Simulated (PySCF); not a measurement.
# Working out the ionisation energy of Ir

Ir [Xe] 4f14 5d7 6s2 (4F) → Ir+ [Xe] 4f14 5d7 6s1 (5F). Calculation: PySCF 2.14, in aug-cc-pwCVTZ-PP with ECP60MDF; a scalar-relativistic core potential. Frozen: nothing. Energies in hartree (1 hartree = 27.21139 eV):

| part | Ir (lower) | Ir+ (upper) |
| --- | --- | --- |
| UHF | -103.626808 | -103.368513 |
| MP2 opposite-spin | -0.409441 | -0.353688 |
| MP2 same-spin | -0.180585 | -0.166866 |

Task: What does Hartree-Fock give?

Result: (-103.368513) − (-103.626808) = 0.258295 hartree = 7.029 eV.

Task: What do MP2 and SCS-MP2 (6/5 opposite-spin, 1/3 same-spin) give?

Result: The opposite-spin parts differ by 1.517 eV and the same-spin parts by 0.373 eV. MP2: 7.029 + (1.517) + (0.373) = 8.919 eV. SCS-MP2: 7.029 + 1.2 × (1.517) + (0.373)/3 = 8.974 eV.

Measured between the centres of the two terms (NIST): 8.926 eV, so MP2 (valence and next inner shell) is off by -0.007 eV.

What remains against the reference includes basis incompleteness and correlation beyond second order.
